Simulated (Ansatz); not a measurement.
Ga₅P₄I₃. The state is a triplet with charge 0. Geometry PBE-D4/def2-SVP, that of the neutral singlet; atoms count from 1.

```xyz
12

P    -0.8387    2.2296   -0.6798
P     1.9416    1.4036    2.5983
P    -2.2214   -1.8428    0.3159
P     1.9093   -0.9996   -1.1701
Ga   -1.9062    0.3372    0.1626
Ga    0.0402    1.9883    1.5070
Ga    0.4717    0.7100   -1.9044
Ga    2.0683    0.1837    0.7690
Ga   -0.0322   -2.1209   -0.2247
I    -2.3118    1.8934    2.7173
I     0.0061    0.6592   -4.3725
I     0.8732   -4.4418    0.2816
```

In the def2 sets I takes a core potential; there is no spin–orbit coupling. At PBE-D4/def2-SVP a singlet of charge 0 lies 1.61 eV below the triplet at the same geometry.

Estimate the Mulliken populations from the PBE/def2-SVP orbitals of Ansatz.


```csv
atom,charge (e),spin (α − β)
P1,-0.15,0.03
P2,0.01,0.44
P3,-0.03,0.57
P4,-0.12,-0.02
Ga5,0.14,0.07
Ga6,0.10,0.36
Ga7,0.22,0.10
Ga8,0.04,0.34
Ga9,0.18,-0.01
I10,-0.11,0.06
I11,-0.15,0.04
I12,-0.13,0.03
```
Mulliken values depend strongly on the basis.

Where does the spin sit?

Summed by element: P 1.02, Ga 0.86, I 0.13, of 2 unpaired in all. Largest on single atoms: P3 0.57, P2 0.44, Ga6 0.36.

And the Mayer bond orders between heavy atoms (over 0.3)?

P1–Ga5 0.90 (2.33 Å); P1–Ga6 0.79 (2.37 Å); P1–Ga7 0.84 (2.35 Å); P2–Ga6 0.99 (2.27 Å); P2–Ga8 1.20 (2.20 Å); P3–Ga5 1.10 (2.21 Å); P3–Ga9 1.02 (2.27 Å); P4–Ga7 0.83 (2.35 Å); P4–Ga8 0.94 (2.28 Å); P4–Ga9 0.76 (2.43 Å); Ga5–I10 0.47 (3.02 Å); Ga6–Ga8 0.37 (2.81 Å); Ga6–I10 0.69 (2.65 Å); Ga7–I11 1.10 (2.51 Å); Ga9–I12 1.08 (2.54 Å).
